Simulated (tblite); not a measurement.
Species: C₄H₉BN (doublet state).
Bonds: B1–N2, N2–C3, N2–C4, C4–C5, C5–C6 (double). Hydrogens: H7 on B1; H8, H9, H10 on C3; H11, H12 on C4; H13 on C5; H14, H15 on C6.
Bond orders are those of one Lewis drawing.

Computed with GFN2-xTB (tblite), gas phase: L-BFGS steps from a force-field or distance-geometry start until the largest atomic force falls under 0.01 eV/Å.

Step 55: E = -468.1298 eV
```
atom  x, y, z in Å  |  force x, y, z in eV/Å
B1     -1.7781   -0.6071    0.9202    0.018  -0.005  -0.020
N2     -0.9986   -0.1851   -0.1266   -0.017  -0.040   0.080
C3     -1.1454    1.1322   -0.7338   -0.007  -0.034  -0.006
C4      0.0667   -0.9801   -0.7288    0.028   0.025   0.022
C5      1.4476   -0.4581   -0.4408    0.044   0.060   0.009
C6      1.7425    0.4915    0.4276   -0.002  -0.044  -0.001
H7     -1.6741   -1.6625    1.4151    0.014  -0.002  -0.007
H8     -0.9821    1.9240    0.0006   -0.060  -0.003  -0.019
H9     -2.1524    1.2435   -1.1423    0.018   0.050  -0.022
H10    -0.4209    1.2678   -1.5359   -0.018  -0.001  -0.025
H11    -0.0779   -1.0164   -1.8195    0.015  -0.022   0.027
H12    -0.0056   -2.0084   -0.3537   -0.012   0.082  -0.015
H13     2.2347   -0.9251   -1.0193   -0.020  -0.034  -0.038
H14     2.7538    0.8310    0.5773   -0.019  -0.037   0.013
H15     0.9854    0.9611    1.0324    0.018   0.004   0.002
```

Step 56: E = -468.1309 eV
```
atom  x, y, z in Å  |  force x, y, z in eV/Å
B1     -1.7750   -0.6022    0.9241    0.029  -0.019  -0.025
N2     -0.9978   -0.1826   -0.1254   -0.015  -0.043   0.060
C3     -1.1519    1.1310   -0.7380    0.000  -0.008  -0.006
C4      0.0668   -0.9760   -0.7309    0.053   0.015   0.027
C5      1.4497   -0.4581   -0.4421    0.056   0.082   0.027
C6      1.7473    0.4861    0.4316   -0.010  -0.045   0.014
H7     -1.6708   -1.6565    1.4222    0.018   0.008  -0.011
H8     -0.9921    1.9265   -0.0073   -0.062   0.004  -0.002
H9     -2.1596    1.2366   -1.1466    0.020   0.046  -0.022
H10    -0.4281    1.2699   -1.5402   -0.016  -0.015  -0.031
H11    -0.0778   -1.0133   -1.8211    0.008   0.001   0.013
H12    -0.0048   -2.0047   -0.3599   -0.018   0.048   0.013
H13     2.2386   -0.9229   -1.0202   -0.043  -0.040  -0.052
H14     2.7598    0.8224    0.5856   -0.036  -0.046   0.002
H15     0.9913    0.9520    1.0408    0.016   0.011  -0.008
```

**Question.** Estimate the geometry and energy of step 57. (The exact step hangs on the optimiser's Hessian estimate; all steps are aligned on step 56, rigid shifts and turns removed.)

**Answer.** E = -468.1321 eV, largest force 0.090 eV/Å
```
atom  x, y, z in Å  |  force x, y, z in eV/Å
B1     -1.7711   -0.5978    0.9283    0.032  -0.033  -0.021
N2     -0.9971   -0.1805   -0.1243   -0.001  -0.019   0.020
C3     -1.1584    1.1296   -0.7426    0.003   0.021  -0.003
C4      0.0679   -0.9712   -0.7329    0.055   0.005   0.025
C5      1.4525   -0.4570   -0.4438    0.043   0.071   0.034
C6      1.7518    0.4799    0.4367   -0.007  -0.033   0.028
H7     -1.6656   -1.6507    1.4296    0.021   0.015  -0.014
H8     -1.0034    1.9287   -0.0155   -0.054   0.011   0.014
H9     -2.1663    1.2307   -1.1516    0.013   0.031  -0.024
H10    -0.4359    1.2720   -1.5456   -0.013  -0.031  -0.025
H11    -0.0782   -1.0105   -1.8223    0.007   0.028  -0.003
H12    -0.0049   -1.9996   -0.3657   -0.012   0.000   0.047
H13     2.2419   -0.9213   -1.0222   -0.062  -0.033  -0.055
H14     2.7649    0.8121    0.5949   -0.032  -0.044  -0.003
H15     0.9975    0.9437    1.0497    0.007   0.012  -0.016
```

The energy changes by -0.0011 eV. The first-order estimate −F·Δx gives -0.0016 eV and the mean of the old and new forces, exact on a quadratic surface, -0.0011 eV. The step makes an angle of 78° with the force vector and moves no atom by more than 0.015 Å.

What follows is the cost of the whole relaxation. Hardware: an Arm Neoverse V2 with one thread, shared host with 96 logical CPUs at a one-minute load of 21. Cost: 0.42 s wall.
